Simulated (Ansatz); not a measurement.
Consider the hydrogenolysis of the Al–F bond: `[F][Al]([SH])[SH]` + H₂ → `[SH][AlH][SH]` + H–F.

Computed with Ansatz on PBE0-D4/def2-TZVP structures; ΔE is electronic, products minus reactants. CCSD(T)/CBS adds triple-zeta CCSD(T) − MP2 to the extrapolated MP2 energy (def2 sets, frozen cores). This one scheme is used for every species. Functionals use def2-TZVPP. Each species was taken in one conformer, which may not be the lowest.

Problem. Is it downhill or uphill in electronic energy at CCSD(T)/CBS, and by how much? (Estimate.)

Solution. Ansatz gave: Uphill: ΔE = +159.5 kJ/mol.

Problem. What do these levels give: LDA (SPW92), r2SCAN-D4, B97M-V, ωB97X-V, ωB97M-V, r2SCAN, PBE0, RPA@PBE/def2-TZVPP, MP2/def2-SVP, SCS-MP2/def2-QZVPP, HF/CBS(def2), MP2/CBS(def2)? (Best estimate.)

Solution. The calculation gave: LDA (SPW92) 150.6, r2SCAN-D4 167.4, B97M-V 156.9, ωB97X-V 159.3, ωB97M-V 160.2, r2SCAN 167.1, PBE0 150.2, RPA@PBE/def2-TZVPP 154.9, MP2/def2-SVP 166.9, SCS-MP2/def2-QZVPP 164.1, HF/CBS(def2) 156.5, MP2/CBS(def2) 165.7 kJ/mol.

Largest T1 diagnostic among the species: 0.012.

From r2SCAN to r2SCAN0 (25 % exact exchange), in def2-TZVPP and without D4, ΔE moves by −5.5 kJ/mol. In def2-TZVPP, CCSD(T) changes the Hartree–Fock value by +3.7 kJ/mol (the triples alone add +1.5 kJ/mol) and MP2 by +9.9 kJ/mol.
